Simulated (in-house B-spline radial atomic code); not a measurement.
A fraction x of an electron is removed from 3d in Co³⁺, starting from [Ar] 3d6 and keeping the highest spin. Computed with a radial B-spline atomic code at the basis-set limit: scalar-relativistic (X2C) AM05, spin-polarised, spherical fractional occupations, Fermi nucleus of rms radius 3.7875 fm.

| x | E(x) - E(0) (eV) | 3d down level (eV) |
| --- | --- | --- |
| 0 | 0.0000 | -42.386 |
| 0.04 | 1.7102 | -43.124 |
| 0.13 | 5.6666 | -44.800 |
| 0.26 | 11.6496 | -47.253 |
| 0.39 | 17.9540 | -49.744 |
| 0.5 | 23.5432 | -51.882 |
| 0.54 | 25.6342 | -52.666 |
| 0.65 | 31.5468 | -54.840 |
| 0.85 | 42.9151 | -58.857 |
| 1 | 51.9731 | - |

The exact functional would give a straight line between the two integer points. Deviations E(x) - E(0) - x[E(1) - E(0)], in eV: -0.369 at x = 0.04, -1.09 at x = 0.13, -1.863 at x = 0.26, -2.316 at x = 0.39, -2.443 at x = 0.5, -2.431 at x = 0.54, -2.236 at x = 0.65, -1.262 at x = 0.85.

The curve lies below the straight line by up to 2.443 eV (at x = 0.5): convex, the delocalisation error that favours fractional charges.

Problem. How well does Slater's transition state (minus the level at half occupation) give the ionisation energy?

Solution. It gives 51.882 eV against 51.973 eV from the two total energies; NIST lists 51.27 eV, ground level to ground level.
